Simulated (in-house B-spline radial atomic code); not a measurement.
Values are calculated unless marked as measured or tabulated.
## Te ion on Ge atom: potential, deflection and energy transfer

The pair potential comes from two frozen, spherical free-atom densities (PBE, B-spline radial code, scalar-relativistic past argon): electrostatics plus the change in Thomas-Fermi kinetic and Dirac exchange energy where they overlap, the recipe behind the universal ZBL potential, which averages such potentials (from solid-state densities) over many pairs. It is written V = (Z1 Z2 e²/r) φ(r/a), with e² = 14.3996 eV·Å and a = 0.46850 Å/(Z1^0.23 + Z2^0.23); ZBL's fit is φ = 0.18175 e^(−3.1998x) + 0.50986 e^(−0.94229x) + 0.28022 e^(−0.4029x) + 0.02817 e^(−0.20162x). Where φ falls below 4e-4 it is continued as an exponential.

Masses 127.6 and 72.63 u.

| x = r/a | φ, this pair | φ, ZBL |
| --- | --- | --- |
| 0.1 | 0.8877 | 0.8928 |
| 0.25 | 0.7632 | 0.7647 |
| 0.5 | 0.6126 | 0.6096 |
| 1 | 0.42 | 0.4164 |
| 1.5 | 0.3021 | 0.2995 |
| 2 | 0.2246 | 0.2218 |
| 3 | 0.1322 | 0.1292 |
| 4 | 0.08231 | 0.08026 |
| 5 | 0.05281 | 0.05224 |
| 6.5 | 0.02931 | 0.02914 |
| 8 | 0.01718 | 0.01705 |
| 10 | 0.008785 | 0.008778 |
| 12 | 0.004841 | 0.00474 |
| 14.5 | 0.002484 | 0.002328 |
| 17 | 0.001306 | 0.001212 |
| 20 | 0.0006039 | 0.0005882 |

Problem. At x = 2 the electrostatic, kinetic and exchange parts are 13526.45, 14012.72 and -544.22 eV. Find r, V and φ.

Solution. a = 0.46850/(2.4813 + 2.2191) = 0.09967 Å, so r = 0.19934 Å. V = 13526.45 + 14012.72 + (-544.22) = 26994.95 eV. The bare repulsion is 52 × 32 × 14.3996/0.19934 = 120200 eV, so φ = 0.2246, +1.3 % against ZBL's 0.2218. The kinetic (Pauli) term is 52 % of V here.

Problem. The ion comes in at 66.27 keV with impact parameter 0.1993 Å. The scattering integral gives a centre-of-mass angle of 57.91° and a closest approach of 2.84 a. What are the reduced energy, the energy passed on and the laboratory angles?

Solution. ε = E a M2/(Z1 Z2 e² (M1 + M2)) = 66270 × 1.5089e-06 = 0.1. The most that one collision can pass on is γE with γ = 4 M1 M2/(M1 + M2)² = 0.9246. Here T = γE sin²(θ/2) = 0.9246 × 66270 × 0.2344 = 14360 eV. The ion turns by arctan(sin θ/(cos θ + M1/M2)) = 20.3°, and the struck atom leaves at (180° − θ)/2 = 61.0°. The closest approach is 0.283 Å. With ZBL the angle would be 57.39° and T = 14130 eV.
